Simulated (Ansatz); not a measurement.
One change: `[Cl][Hf]([Cl])([Cl])[SeH]` becomes `[OH][Hf]([Cl])([Cl])[Cl]`.

Ansatz, PBE0-D4/def2-TZVP geometries, multiplicity 1. Each molecule was computed in one conformer, which needn't be the lowest.

Elements past krypton have def2 core potentials. Scalar relativity is left out up to krypton.

```csv
property,`[Cl][Hf]([Cl])([Cl])[SeH]`
LUMO energy (PBE/def2-TZVPP) / eV,-3.12
HOMO energy (B3LYP/def2-TZVPP) / eV,-7.52
LUMO energy (PBE0/def2-TZVPP) / eV,-2.32
LUMO energy (B3LYP/def2-TZVPP) / eV,-2.50
HOMO–LUMO gap (B3LYP/def2-TZVPP) / eV,5.02
"ideal-gas entropy at 298 K and 1 bar (rigid rotor, harmonic PBE0-D4/def2-TZVP) / J/(mol·K)",429
```

Problem. Give the same properties after the change, and the shifts. (Best estimate.)

Solution. Ansatz gave: 
```tsv
property	`[OH][Hf]([Cl])([Cl])[Cl]`	shift
LUMO energy (PBE/def2-TZVPP) / eV	-2.22	0.90
HOMO energy (B3LYP/def2-TZVPP) / eV	-9.01	-1.49
LUMO energy (PBE0/def2-TZVPP) / eV	-1.40	0.92
LUMO energy (B3LYP/def2-TZVPP) / eV	-1.60	0.90
HOMO–LUMO gap (B3LYP/def2-TZVPP) / eV	7.40	2.38
ideal-gas entropy at 298 K and 1 bar (rigid rotor, harmonic PBE0-D4/def2-TZVP) / J/(mol·K)	390	-39
```

With PBE0 the HOMO falls by 1.52 eV and the LUMO rises by 0.92 eV, so the gap widens by about 2.44 eV. PBE moves the HOMO by -1.27 eV and ωB97M-V by -1.65 eV.

B3LYP here is the variant with VWN-RPA as its local correlation; programs differ in this.

Spin–orbit coupling is left out; it splits and shifts lone-pair levels of the heavy atoms by tenths of an eV.
